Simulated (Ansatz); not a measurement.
Isolated molecules relaxed with PBE0-D4/def2-TZVP in Ansatz; ΔE leaves out vibrations. CCSD(T)/CBS is the MP2 limit (def2-TZVPP, def2-QZVPP) plus CCSD(T) − MP2 in def2-TZVPP, frozen cores. DFT in def2-TZVPP. B3LYP here is the variant with VWN-RPA as its local correlation; programs differ in this. One conformer a species, not always the lowest.

Consider the substitution at a C–O bond: `FC(F)O[SiH3]` + `CC(O)F` → `CC(F)OC(F)F` + `O[SiH3]`.

`FC(F)O[SiH3]`:

Z-matrix (Å, degrees):
```
C
F 1 1.359
O 1 1.341 2 111.1
F 1 1.354 2 106.1 3 120.7
H 1 1.092 2 108.8 3 -122.5
Si 3 1.675 1 126.1 2 43.8
H 6 1.481 3 110.7 1 44.9
H 6 1.481 3 110.0 1 -77.2
H 6 1.478 3 104.0 1 164.4
```

`CC(O)F`:

```xyz
9

C    -0.758   -0.064    0.689
C     0.219   -0.106   -0.447
O     1.219    0.812   -0.219
F     0.772   -1.380   -0.526
H    -0.229   -0.242    1.626
H    -1.237    0.915    0.732
H    -1.521   -0.830    0.553
H    -0.263    0.055   -1.421
H     1.799    0.839   -0.986
```

`CC(F)OC(F)F`:

Z-matrix (Å, degrees):
```
C
C 1 1.498
H 1 1.090 2 110.0
H 1 1.090 2 109.7 3 120.1
H 1 1.091 2 109.5 3 -120.0
F 2 1.371 1 109.6 3 -177.6
O 2 1.406 1 108.6 3 64.4
H 2 1.094 1 113.1 3 -58.2
C 7 1.355 2 117.0 1 -148.2
F 9 1.357 7 111.0 2 64.9
F 9 1.348 7 112.2 2 -53.5
H 9 1.091 7 108.6 2 -175.0
```

`O[SiH3]`:

Z-matrix (Å, degrees):
```
Si
O 1 1.648
H 1 1.489 2 111.7
H 1 1.489 2 111.7 3 120.9
H 1 1.481 2 105.9 3 -119.6
H 2 0.957 1 117.9 3 -60.5
```

Problem. Is it downhill or uphill in electronic energy at CCSD(T)/CBS, and by how much? (Estimate.)

Solution. Ansatz gave: Uphill: ΔE = +0.9 kcal/mol.

Problem. What do these levels give: B3LYP-D4, ωB97M-V, PBE, B3LYP, SCS-MP2/def2-TZVPP, HF/CBS(def2)? (Best estimate.)

Solution. The calculation gave: B3LYP-D4 1.7, ωB97M-V 1.2, PBE 1.7, B3LYP 1.8, SCS-MP2/def2-TZVPP 0.9, HF/CBS(def2) 1.6 kcal/mol.

Largest T1 diagnostic among the species: 0.012.

In def2-TZVPP, CCSD(T) changes the Hartree–Fock value by −0.9 kcal/mol (the triples alone add −0.2 kcal/mol) and MP2 by −0.8 kcal/mol.
